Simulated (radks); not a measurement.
Q: The mean radii <r> (bohr) of the occupied orbitals of an atom or ion are listed with their occupations. Calculated with a radial shooting solver on a logarithmic mesh with Libxc functionals: Dirac Kohn-Sham, PBEsol, spin-unpolarised, spherical densities, finite nucleus; Fermi nuclear charge, rms radius of each element as measured or else 0.836 A^(1/3) + 0.57 fm.

| orbital | occ. | <r> |
|---|---|---|
| 1s1/2 | 2 | 0.02002 |
| 2s1/2 | 2 | 0.08433 |
| 2p1/2 | 2 | 0.07009 |
| 2p3/2 | 4 | 0.07748 |
| 3s1/2 | 2 | 0.2206 |
| 3p1/2 | 2 | 0.2104 |
| 3p3/2 | 4 | 0.2242 |
| 3d3/2 | 4 | 0.1974 |
| 3d5/2 | 6 | 0.2017 |
| 4s1/2 | 2 | 0.4970 |
| 4p1/2 | 2 | 0.5050 |
| 4p3/2 | 4 | 0.5366 |
| 4d3/2 | 4 | 0.5616 |
| 4d5/2 | 6 | 0.5727 |
| 5s1/2 | 2 | 1.183 |
| 5p1/2 | 2 | 1.301 |
| 5p3/2 | 4 | 1.388 |
| 4f5/2 | 6 | 0.7071 |
| 4f7/2 | 5 | 0.7172 |

Name the element and its charge. Open shells, if any, fill j = l - 1/2 first.

A: Z = 69, thulium, charge +4: Tm4+ in [Xe] 4f11. The 1s radius gives Z: for a bare nucleus <r> = (2 gamma + 1)/(2Z) with gamma = sqrt(1 - (Z/c)^2), 0.01977 bohr for Z = 69, and screening makes it slightly larger (0.02002 here). The occupations add up to 65, and the charge is Z minus that.
